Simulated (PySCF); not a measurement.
## Zirconium: a sound run and one with changed settings

Sound run: Zr⁺ [Kr] 4d2 5s1, Zr²⁺ [Kr] 4d2. All numbers are calculated (PySCF 2.14, scalar relativity through the core potential, in aug-cc-pVDZ-PP with ECP28MDF (5s5p4d2f, 54 functions)). The sound run starts from symmetry-adapted Hartree-Fock orbitals and uses a fine grid where one is needed.

A second run was set up differently.

```csv
species,method,sound run (hartree),changed run (hartree),converged
Zr⁺,UHF,-46.11037,-46.11037,yes
Zr⁺,M06-L,-46.50242,-46.52396,yes
Zr⁺,PBE,-46.51534,-46.52796,yes
Zr²⁺,UHF,-45.66003,-45.66003,yes
Zr²⁺,M06-L,-46.05035,-46.08593,yes
Zr²⁺,PBE,-46.02345,-46.03598,yes
```

Ionisation energy of Zr⁺:

| method | sound run (eV) | changed run (eV) |
| --- | --- | --- |
| UHF | 12.254 | 12.254 |
| M06-L | 12.301 | 11.919 |
| PBE | 13.385 | 13.387 |

Task: What was changed?
A. a valence shell is frozen
B. radial grid too coarse
C. minimal basis
D. all electrons correlated in a valence basis

Result: B. It used radial step 0.5 in ln r (0.13 in the sound run). A coarse radial grid mis-integrates the density and the exchange-correlation energy, with errors of either sign; Hartree-Fock needs no grid.
